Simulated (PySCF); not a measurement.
Be(Cl)(Et) (C₂H₅BeCl), SMILES C[CH2][Be][Cl]. Atoms are numbered in the order given.

```xyz
9

Be     0.2845     0.2002     0.0000
Cl    -0.1174     1.9826     0.0000
C      0.6599    -1.4391     0.0000
C     -0.5300    -2.4224     0.0000
H      1.3071    -1.6461    -0.8768
H      1.3071    -1.6461     0.8768
H     -1.1705    -2.2849     0.8868
H     -1.1705    -2.2849    -0.8868
H     -0.1950    -3.4734     0.0000
```

Geometry optimised at TPSSh-D3(BJ)/def2-SVP. Other conformers were not sampled.

Method: PySCF with ωB97X/def2-TZVPD.

Symmetry labels are those of the subgroup Cs that the program uses (full group Cs).

Computed valence orbital energies around the gap with their symmetry:
```json
[
 {"orbital": "HOMO−7", "symmetry": "A\"", "energy (eV)": "-14.87"},
 {"orbital": "HOMO−6", "symmetry": "A'", "energy (eV)": "-14.40"},
 {"orbital": "HOMO−5", "symmetry": "A'", "energy (eV)": "-13.58"},
 {"orbital": "HOMO−4", "symmetry": "A'", "energy (eV)": "-12.85"},
 {"orbital": "HOMO−3", "symmetry": "A\"", "energy (eV)": "-12.24"},
 {"orbital": "HOMO−2", "symmetry": "A'", "energy (eV)": "-11.86"},
 {"orbital": "HOMO−1", "symmetry": "A\"", "energy (eV)": "-11.82"},
 {"orbital": "HOMO", "symmetry": "A'", "energy (eV)": "-10.63"},
 {"orbital": "LUMO", "symmetry": "A'", "energy (eV)": "1.29"},
 {"orbital": "LUMO+1", "symmetry": "A'", "energy (eV)": "1.54"},
 {"orbital": "LUMO+2", "symmetry": "A\"", "energy (eV)": "1.66"},
 {"orbital": "LUMO+3", "symmetry": "A'", "energy (eV)": "2.02"}
]
```
